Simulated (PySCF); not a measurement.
Species: C7H11OP.
Structure used (PBE0-D3(BJ)/def2-SVP), in Å, numbered top down from 1:
```xyz
20
C7H11OP angstrom
C     -3.279   -0.830    1.092
C     -2.039   -0.582    0.663
P     -1.681   -0.270   -1.105
C     -0.196   -1.415   -1.266
C      0.989   -0.657   -0.751
C      0.799    0.663   -0.561
O      1.688    1.580   -0.148
C      2.987    1.135    0.132
C     -0.558    1.213   -0.884
H     -4.126   -0.849    0.398
H     -3.496   -1.024    2.148
H     -1.202   -0.568    1.375
H     -0.400   -2.344   -0.707
H     -0.076   -1.711   -2.325
H      1.948   -1.155   -0.590
H      3.567    2.011    0.450
H      3.461    0.689   -0.760
H      2.989    0.384    0.943
H     -0.522    1.810   -1.811
H     -0.931    1.879   -0.090
```

The closed-shell ground state was solved at several levels (PySCF, density fitting, gas phase, non-relativistic).

```
              level  basis functions  HOMO (eV)  LUMO (eV)  gap (eV)  dipole (D)
CAM-B3LYP/def2-SVPD              275      -7.68       0.88      8.56        1.97
      PBE0/pcSseg-1              215      -6.34      -0.22      6.12        2.05
```

What might B3LYP/pcSseg-1 (215 basis functions) give for the same quantities?

HOMO -6.12 eV, LUMO -0.41 eV, gap 5.71 eV, dipole 1.98 D.

Over all these levels, which gives the widest orbital gap and which the narrowest?

CAM-B3LYP/def2-SVPD (range-separated hybrid) has the widest, 8.56 eV, and B3LYP/pcSseg-1 (global hybrid, 20 % exact exchange) the narrowest, 5.71 eV. Functional and basis both differ between the two, so the spread mixes both effects.

How far do the dipole and the HOMO energy spread over the levels?

The dipole runs from 1.97 to 2.05 D (mean 2.00 D) and the HOMO from -7.68 to -6.12 eV.

One conformer stands for the species.
